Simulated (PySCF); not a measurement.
# Spinor energies of Sr (strontium, neutral)

Start: [Kr] 5s2. Calculated with PySCF 2.14 in x2c-SVPall-2c with one added diffuse shell each of s, d type (7s7p7d1f, 70 functions): generalised Hartree-Fock with the X2C-1e Hamiltonian and a Gaussian nucleus; one run each with spin-orbit coupling (SO) switched off, then screened by Boettger's factors. This is a chosen level, not necessarily the ground level.

```csv
spinor shell,electrons,"ε, spin-free (eV)","ε, screened SO (eV)",weight of nominal j (screened SO),"rms radius, screened SO (bohr)"
1s1/2,2,-16195.0,-16194.5,1.000,0.0451
2s1/2,2,-2260.4,-2260.2,1.000,0.187
2p1/2,2,-2003.4,-2050.6,1.000,0.164
2p3/2,4,-2003.4,-1980.9,1.000,0.167
3s1/2,2,-379.54,-379.51,1.000,0.524
3p1/2,2,-293.78,-301.34,1.000,0.527
3p3/2,4,-293.78,-290.17,1.000,0.538
3d3/2,4,-152.04,-153.18,1.000,0.545
3d5/2,6,-152.04,-151.26,1.000,0.549
4s1/2,2,-53.063,-53.058,1.000,1.46
4p1/2,2,-29.902,-30.725,1.000,1.67
4p3/2,4,-29.902,-29.506,1.000,1.69
5s1/2,2,-4.929,-4.929,1.000,4.89
```

| quantity | spin-free | screened SO |
| --- | --- | --- |
| E (hartree) | -3176.91197 | -3177.14618 |
| M_J | 0 | 0 |
| ⟨J²⟩ | 0.000 | 0.000 |
| ⟨L²⟩ | 0.000 | 0.005 |
| ⟨S²⟩ | 0.000 | 0.005 |

Breit and QED terms are absent; they matter most for the inner s and p1/2 levels.

Densities and radii are taken from the X2C orbitals without a picture-change correction, which distorts them close to the nucleus.

Without spin-orbit coupling the j labels of p, d and f shells carry no meaning; the spin-free column gives the mean over the occupied spinors of each nl shell.
